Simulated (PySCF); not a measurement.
CH3Cl2NSi2, SMILES Cl[Si]1(Cl)C=N[SiH2]1.

Geometry optimised at ωB97X-D3(BJ)/def2-SVP. This is a generated structure with no PubChem entry under its InChIKey; it may be hypothetical.

Computed with PBE/def2-TZVP (PySCF).

Isolated molecule, no solvent.

Computed frontier levels, gap, dipole moment and polarisability:
| Item | Value |
|---|---|
| highest occupied level | -6.02 eV |
| lowest empty level | -2.87 eV |
| orbital gap | 3.15 eV |
| dipole moment | 0.53 D |
| quadrupole, principal values (traceless, Buckingham form, about the centre of nuclear charge) | -7.33, -0.61, 7.94 D·Å |
| mean static polarisability | 94.9 bohr³ (14.06 Å³) |
| polarisability, principal values | 82.9, 87.4, 114.4 bohr³ |
